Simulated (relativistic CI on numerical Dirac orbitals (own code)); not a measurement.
Method of calculation: Dirac-Coulomb-Breit CI, separate exchange-only KLI orbitals for each configuration, model QED, unscaled Slater integrals (own radial code, finite nucleus).

The strongest absorption lines from the ground level of an ion, among the configurations computed and to levels below about 2130 eV (vacuum wavelength in nm, gf): 0.59285 (0.5), 0.59452 (0.46), 0.59567 (4), 0.59615 (2.7), 0.59859 (1.4), 0.62072 (0.47), 0.62875 (0.85), 2.8292 (0.77).

Which ion is it?
A. Ta⁴⁶⁺
B. Ir⁵⁰⁺
C. Tl⁵⁴⁺
D. Ta⁴⁴⁺

A. Ta⁴⁶⁺ has 27 electrons and the ground level 3s2.3p6.3d9 2D_5/2; the strongest line goes to 3s2.3p6.3d8.4f 2F°_7/2. The pattern of lines fixes the number of electrons, and along that sequence the line energies rise steadily with the charge (about as its square where n changes within one kind of shell, about linearly where n is kept but much faster in heavy ions where fine structure, which grows about as Z⁴, sets the gap, and irregularly where shells cross), which fixes Z. Configurations outside the model, such as inner-shell arrays, can give stronger lines. At this charge energies of transitions that change n are usually good to better than 1 %, and those within a shell (Δn = 0) to a few per cent.

LS names give the leading component of a level, which can be under half, so a name can repeat, a term be missing and a line seem to break the LS rules.
